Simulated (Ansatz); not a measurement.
`[NH2][AlH][SeH]` and `NB[SeH]` differ in one element.

Ansatz, PBE0-D4/def2-TZVP geometries, multiplicity 1. Each molecule was computed in one conformer, which needn't be the lowest.

Scalar relativity is left out up to krypton.

| property | `[NH2][AlH][SeH]` |
| --- | --- |
| LUMO energy (B3LYP/def2-TZVPP) / eV | -0.58 |
| HOMO–LUMO gap (B3LYP/def2-TZVPP) / eV | 6.20 |
| size of the dipole moment (PBE/def2-TZVPP) / D | 1.45 |
| ideal-gas entropy at 298 K and 1 bar (rigid rotor, harmonic PBE0-D4/def2-TZVP) / J/(mol·K) | 320 |
| zero-point energy (PBE0-D4/def2-TZVP) / kJ/mol | 107.2 |
| HOMO energy (ωB97M-V/def2-TZVPP) / eV | -9.19 |

What does the change do to each property? (An estimate is asked.)

The calculation gave: 
```tsv
property	`NB[SeH]`	shift
LUMO energy (B3LYP/def2-TZVPP) / eV	-0.06	0.52
HOMO–LUMO gap (B3LYP/def2-TZVPP) / eV	6.52	0.32
size of the dipole moment (PBE/def2-TZVPP) / D	1.95	0.50
ideal-gas entropy at 298 K and 1 bar (rigid rotor, harmonic PBE0-D4/def2-TZVP) / J/(mol·K)	290	-30
zero-point energy (PBE0-D4/def2-TZVP) / kJ/mol	127.4	20.2
HOMO energy (ωB97M-V/def2-TZVPP) / eV	-8.95	0.24
```

With PBE0 the HOMO rises by 0.22 eV and the LUMO rises by 0.66 eV, so the gap widens by about 0.44 eV. PBE moves the HOMO by 0.19 eV and ωB97M-V by 0.24 eV. Dipoles are sizes alone; their direction can turn.

B3LYP here is the variant with VWN-RPA as its local correlation; programs differ in this.

Spin–orbit coupling is left out; it splits and shifts lone-pair levels of the heavy atoms by tenths of an eV.
